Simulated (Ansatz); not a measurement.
Geometry optimisation of C4H6F2O, SMILES `F[C@H]1COC[C@@H]1F`.

```yaml
crystal:
  periodic: [false, false, false]
  atoms:
    - {symbol: F, position_ang: [-0.294419, -1.753134, 0.905190]}
    - {symbol: C, position_ang: [-0.001895, -0.393754, 0.987108]}
    - {symbol: C, position_ang: [1.318356, -0.084991, 0.293560]}
    - {symbol: O, position_ang: [1.025294, 0.029263, -1.097130]}
    - {symbol: C, position_ang: [-0.386035, 0.110401, -1.287379]}
    - {symbol: C, position_ang: [-0.993722, 0.356110, 0.087356]}
    - {symbol: F, position_ang: [-0.937154, 1.707901, 0.416895]}
    - {symbol: H, position_ang: [-0.052296, -0.070401, 2.047897]}
    - {symbol: H, position_ang: [1.736126, 0.870587, 0.689674]}
    - {symbol: H, position_ang: [2.057674, -0.896080, 0.462859]}
    - {symbol: H, position_ang: [-0.630727, 0.939267, -1.984575]}
    - {symbol: H, position_ang: [-0.784006, -0.842426, -1.708964]}
    - {symbol: H, position_ang: [-2.036595, -0.007644, 0.202307]}
basis:
  gaussian: {orbitals: def2-TZVP}
hamiltonian: {xc: pbe0, dispersion: d4}
relax: {f_tol: 0.005, max_steps: 150}
```

```sh
$ ansatz run in.yaml --threads 4 --pin off --events-out ev --progress --plain --max-ram 11315MiB
```

It prints (some lines left out):

```
Functional definition: PBE0
mean field -11718.46396814 eV, -430.6456077689 hartree, gradient 1.6e-5 eV, S^2 0.000000; 0 other end points of the search recorded, 0 dependent functions left out
relax step   1: F+E_penalty+E_count = -11718.68549640 eV  Δ(F+E_penalty+E_count) = +0.000e0 eV  max|allowed force component| = 5.709e-1 eV/Å  Δτ_max = 0.0000 Å  (28 SCF iters, accepted)
mean field -11718.51353220 eV, -430.6474292147 hartree, gradient 2.0e-5 eV, S^2 0.000000; 0 other end points of the search recorded, 0 dependent functions left out
relax step   2: F+E_penalty+E_count = -11718.73551902 eV  Δ(F+E_penalty+E_count) = -5.002e-2 eV  max|allowed force component| = 1.792e-1 eV/Å  Δτ_max = 0.0268 Å  (31 SCF iters, accepted)
mean field -11718.51847060 eV, -430.6476106976 hartree, gradient 2.0e-5 eV, S^2 0.000000; 0 other end points of the search recorded, 0 dependent functions left out
relax step   3: F+E_penalty+E_count = -11718.74066852 eV  Δ(F+E_penalty+E_count) = -5.149e-3 eV  max|allowed force component| = 2.238e-2 eV/Å  Δτ_max = 0.0129 Å  (32 SCF iters, accepted)
mean field -11718.51870095 eV, -430.6476191626 hartree, gradient 2.0e-5 eV, S^2 0.000000; 0 other end points of the search recorded, 0 dependent functions left out
relax step   4: F+E_penalty+E_count = -11718.74086307 eV  Δ(F+E_penalty+E_count) = -1.945e-4 eV  max|allowed force component| = 1.567e-2 eV/Å  Δτ_max = 0.0050 Å  (32 SCF iters, accepted)
mean field -11718.51886976 eV, -430.6476253663 hartree, gradient 2.0e-5 eV, S^2 0.000000; 0 other end points of the search recorded, 0 dependent functions left out
relax step   5: F+E_penalty+E_count = -11718.74096920 eV  Δ(F+E_penalty+E_count) = -1.061e-4 eV  max|allowed force component| = 8.852e-3 eV/Å  Δτ_max = 0.0064 Å  (32 SCF iters, accepted)
mean field -11718.51893162 eV, -430.6476276396 hartree, gradient 2.0e-5 eV, S^2 0.000000; 0 other end points of the search recorded, 0 dependent functions left out
relax step   6: F+E_penalty+E_count = -11718.74099533 eV  Δ(F+E_penalty+E_count) = -2.613e-5 eV  max|allowed force component| = 1.432e-3 eV/Å  Δτ_max = 0.0032 Å  (32 SCF iters, accepted)
mean field -11718.51893162 eV, -430.6476276396 hartree, gradient 2.0e-5 eV, S^2 0.000000; 1 other end points of the search recorded, 0 dependent functions left out
Total energy: -11718.74102368 eV, -430.6557893724 hartree
Atom 0 at    -0.289126    -1.730353     0.948177 Å, force     0.000243    -0.000140     0.000380 eV/Å
Atom 1 at     0.000428    -0.377223     0.986873 Å, force    -0.000390     0.000294     0.000450 eV/Å
Atom 2 at     1.310834    -0.095383     0.290751 Å, force    -0.000169    -0.001019     0.000306 eV/Å
Atom 3 at     1.018108     0.030544    -1.090237 Å, force     0.001320     0.000103    -0.001432 eV/Å
Atom 4 at    -0.383426     0.121025    -1.280724 Å, force    -0.000284     0.000934     0.000233 eV/Å
Atom 5 at    -0.992687     0.338257     0.084167 Å, force    -0.000346    -0.000403     0.000272 eV/Å
Atom 6 at    -0.975704     1.682226     0.415511 Å, force    -0.000410     0.000241    -0.000156 eV/Å
Atom 7 at    -0.042898    -0.039824     2.023665 Å, force     0.000090     0.000407    -0.000595 eV/Å
Atom 8 at     1.741501     0.838603     0.670782 Å, force     0.000020     0.000184     0.000564 eV/Å
Atom 9 at     2.024001    -0.908551     0.445323 Å, force    -0.000342    -0.000052    -0.000224 eV/Å
Atom 10 at    -0.612919     0.951168    -1.953008 Å, force     0.000103     0.000040     0.000217 eV/Å
Atom 11 at    -0.764792    -0.810535    -1.715396 Å, force    -0.000432    -0.000224     0.000111 eV/Å
Atom 12 at    -2.012717    -0.034856     0.188914 Å, force     0.000597    -0.000364    -0.000126 eV/Å
Dipole moment:    -0.114810    -0.003559     0.123278 e Å
```

Hardware: 4 threads of an Intel Xeon Platinum 8259CL on a shared host. Wall time 35 s, peak host memory 0.83 GiB.
